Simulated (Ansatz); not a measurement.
A search over several starts for the lowest SCF solution of SnF3, that is [SnF3]- with one electron fewer at the given spin, in a small basis.

```yaml
crystal:
  periodic: [false, false, false]
  atoms:
    - {symbol: Sn, position_ang: [-0.005751, 0.005566, 0.785223]}
    - {symbol: F, position_ang: [1.703900, -0.031041, -0.249234]}
    - {symbol: F, position_ang: [-0.823719, 1.486887, -0.278260]}
    - {symbol: F, position_ang: [-0.874430, -1.461412, -0.257719]}
basis:
  gaussian: {orbitals: def2-SVP}
magnetization: {spin_polarized: true, initial_magnetization: 1}
hamiltonian: {xc: pbe0, dispersion: d4}
output: {orbitals: {seedname: orbitals}}
```

```sh
$ ansatz run in.yaml --threads 4 --pin off --events-out ev --progress --plain --max-ram 3916MiB
```

It prints (some lines left out):

```
Functional definition: PBE0
720 factors; integrals over basis functions are off by at most 1.8e-4 eV
mean field evaluation 1: about -13961.8927 eV, gradient 4.2e1 eV
mean field evaluation 2: about -13935.7499 eV, gradient 9.5e1 eV
mean field evaluation 4: about -13968.5944 eV, gradient 1.2e0 eV
mean field evaluation 8: about -13968.6671 eV, gradient 6.8e-2 eV
mean field evaluation 16: about -13968.6671 eV, gradient 3.3e-5 eV
mean field -13968.66711328 eV, -513.3390481103 hartree, gradient 3.4e-5 eV, S^2 0.755995; 0 other end points of the search recorded, 0 dependent functions left out
reference -13968.66713838 eV, -513.3390490329 hartree; 25, 24 occupied and 43, 44 virtual orbitals, 720 factors
Total energy: -13968.72406514 eV, -513.3411410525 hartree
```

Hardware: 4 threads of Arm Neoverse V1 on a shared host. Wall time 0.9 s.

In the def2 sets Sn takes a core potential; there is no spin–orbit coupling.
